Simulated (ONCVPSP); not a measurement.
**copper, ONCV: configuration errors across variants**

copper (Cu), optimised norm-conserving Vanderbilt (ONCV), made with ONCVPSP 4.0.1 (PBE, non-relativistic). Core [Ar], reference 3d10 4s1. Waves: 4s: rc 1.85 bohr, ncon 4, nbas 7, qcut 3.7 1/bohr, 3 projectors, debl 1.5 Ha; p scattering state at 0.07 Ha: rc 1.60 bohr, ncon 3, nbas 7, qcut 5.6 1/bohr, 2 projectors, debl 0.5 Ha; 3d: rc 1.20 bohr, ncon 4, nbas 9, qcut 12.5 1/bohr, 2 projectors, debl 0.7 Ha. Local part: polynomial inside 0.85 bohr (lpopt 3, dvloc0 3 Ha). Core correction: Teter function, fcfact 5.75, rcfact 1.8.

All-electron excitation energies from the reference (eV): (1) 3d10 4s0 7.913; (2) 3d9 4s0 29.398; (3) 3d10 4s0 4p1 3.945.

4 further variants failed, have other tests or another functional or relativity, and are left out.

A true bound ghost makes a file unfit for plane-wave use even where its test errors are small: the radial tests pick states by their node count and pass the ghost by.

Errors AE − PS in meV (a dash: test not solved or not reliable):

| change | (1) | (2) | (3) | bound ghosts | GHOST(+) flags above zero |
| --- | --- | --- | --- | --- | --- |
| base | -36 | -195 | -14 | s, p | s |
| d: debl 1.1 | -36 | -195 | -14 | s, p | s |
| d: nbas 8 | -40 | -213 | -16 | s, p | s |
| core correction Teter function, fcfact 5.75, rcfact 1.02 | +4.7 | +67 | +2.1 | s, p | s |
| core correction Teter function, fcfact 5.5, rcfact 1.2 | +3.9 | +61 | +1.8 | s, p | s |
| local potential polynomial inside 0.95 bohr (lpopt 5, dvloc0 -1 Ha) | -36 | -195 | -14 | s, p | s |

(1) Give the same row for: d: ncon 5, nbas 10.

Answers

(1) -67, -305, -23; bound ghosts: s, p; GHOST(+) flags above zero: s.
